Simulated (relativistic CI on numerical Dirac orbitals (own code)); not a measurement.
**d8 in a ligand field**

Computed with a parametric ligand-field model of a d^n configuration (Racah B and C, spin-orbit zeta, crystal field), exact diagonalisation.

Field parameters in Wybourne normalisation: Oh B⁴₀ = 21Dq, B⁴₄ = √(5/14) B⁴₀; Td as Oh with Dq negative (B⁴₀ = 21Dq, B⁴₄ = √(5/14) B⁴₀). The field is a parameter set, without covalency.

**Question.** Lowest levels for B = 840, C = 3610, ζ = 650 cm⁻¹, Td, 10Dq = -3200 cm⁻¹?

**Answer.** A1 0 (S 1.00), T1 360 (S 1.00), E 959 (S 1.00), T2 1279 (S 1.00), T1 3615 (S 1.00), T2 3654 (S 1.00), E 3904 (S 1.00), A2 3981 (S 1.00), T2 7047 (S 0.99) cm⁻¹, with S from ⟨S²⟩ = S(S + 1). The ground level has 3.86 electrons in the cubic e pair.

**Question.** Lowest levels for B = 550, C = 2060, ζ = 3200 cm⁻¹, Td, 10Dq = -8750 cm⁻¹?

**Answer.** A1 0 (S 0.98), T1 1530 (S 0.99), E 3104 (S 0.95), T2 5067 (S 0.95), T2 7926 (S 0.63), E 10674 (S 0.47), T1 12859 (S 0.99), A2 14509 (S 1.00), E 14659 (S 0.97) cm⁻¹, with S from ⟨S²⟩ = S(S + 1). The ground level has 3.91 electrons in the cubic e pair.

**Question.** Lowest levels for B = 560, C = 2330, ζ = 790 cm⁻¹, Oh, 10Dq = 7900 cm⁻¹?

**Answer.** T2 0 (S 1.00), E 7243 (S 0.87), T1 7745 (S 1.00), T2 8257 (S 1.00), A2 8480 (S 1.00), E 9121 (S 0.37), A1 11558 (S 0.96), T1 12287 (S 1.00), T2 12988 (S 1.00) cm⁻¹, with S from ⟨S²⟩ = S(S + 1). The ground level has 2.02 electrons in the cubic e pair.

**Question.** Lowest levels for B = 410, C = 1550, ζ = 3350 cm⁻¹, Oh, 10Dq = 33650 cm⁻¹?

**Answer.** T2 0 (S 1.00), E 6169 (S 0.06), A1 12119 (S 0.07), E 32066 (S 0.99), T1 32349 (S 0.96), T2 33912 (S 0.92), A2 36218 (S 1.00), T2 38690 (S 0.90), T1 39980 (S 0.96) cm⁻¹, with S from ⟨S²⟩ = S(S + 1). The ground level has 2.02 electrons in the cubic e pair.

**Question.** Lowest levels for B = 760, C = 2870, ζ = 170 cm⁻¹, Oh, 10Dq = 27400 cm⁻¹?

**Answer.** T2 0 (S 1.00), E 11694 (S 0.00), A1 21745 (S 0.00), E 27358 (S 1.00), T1 27358 (S 1.00), T2 27444 (S 1.00), A2 27488 (S 1.00), T2 35554 (S 1.00), E 35558 (S 1.00) cm⁻¹, with S from ⟨S²⟩ = S(S + 1). The ground level has 2.00 electrons in the cubic e pair.
